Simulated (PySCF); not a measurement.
Working out the excitation energy of N⁺

N⁺ [He] 2s2 2p2 (3P) → N⁺ [He] 2s1 2p2 3d1 (high-spin determinant). Calculation: PySCF 2.14, in dyall-av2z (11s7p2d, 42 functions); no relativity, point nucleus. Frozen: 1s2; the 8 highest virtual orbitals dropped. Energies in hartree (1 hartree = 27.21139 eV):

```csv
part,N⁺ (lower),N⁺ (upper)
UHF,-53.891659,-52.712625
MP2 opposite-spin,-0.052137,0.000000
MP2 same-spin,-0.011245,-0.014901
```

**Question.** What does Hartree-Fock give?

**Answer.** (-52.712625) − (-53.891659) = 1.179034 hartree = 32.083 eV.

**Question.** What do MP2 and SCS-MP2 (6/5 opposite-spin, 1/3 same-spin) give?

**Answer.** The opposite-spin parts differ by 1.419 eV and the same-spin parts by -0.099 eV. MP2: 32.083 + (1.419) + (-0.099) = 33.403 eV. SCS-MP2: 32.083 + 1.2 × (1.419) + (-0.099)/3 = 33.753 eV.

One determinant mixes LS terms, so it does not stand for a single term.

The upper state lies above the first ionisation limit, but in LS coupling its spin forbids autoionisation to the ground ion. A Rydberg-like electron needs more diffuse functions than a valence basis has.

A double-zeta basis recovers only part of the correlation energy.
